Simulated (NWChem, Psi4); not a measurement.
# How methods differ on InClF2 (SMILES [F][In]([F])[Cl])

The species is InClF2 (4 atoms), meant as a singlet with charge 0. As SMILES, `[F][In]([F])[Cl]`. Geometry: relaxed at PBE0-D4/def2-TZVP.

Quantity: the electronic atomisation energy, in eV. The values are calculated. Electronic energies at fixed atoms, without zero-point motion or spin-orbit coupling.

```json
{"level": "HF/def2-SVP (core potential)", "kind": "Hartree–Fock", "program": "NWChem", "value (eV)": "7.59"}
{"level": "BLYP/def2-SVP (core potential)", "kind": "GGA", "program": "Psi4", "value (eV)": "11.40"}
{"level": "r2SCAN/def2-SVP (core potential)", "kind": "meta-GGA", "program": "Psi4", "value (eV)": "11.65"}
{"level": "B3LYP/def2-SVP (core potential)", "kind": "global hybrid", "program": "NWChem", "value (eV)": "11.09"}
{"level": "wB97X/def2-SVP (core potential)", "kind": "range-separated hybrid", "program": "Psi4", "value (eV)": "11.66"}
{"level": "B2PLYP/def2-SVP (core potential, density fitting for correlation)", "kind": "double hybrid", "program": "Psi4", "value (eV)": "11.22"}
{"level": "OMP2/def2-SVP (core potential, density fitting for correlation)", "kind": "perturbation theory", "program": "Psi4", "value (eV)": "11.94"}
{"level": "CCSD/def2-SVP (core potential)", "kind": "coupled cluster or CI", "program": "Psi4", "value (eV)": "10.65"}
```

The values span 7.59 to 11.94 eV. In the correlated wave-function rows the outer d shell of In is correlated, in sets not made for it.
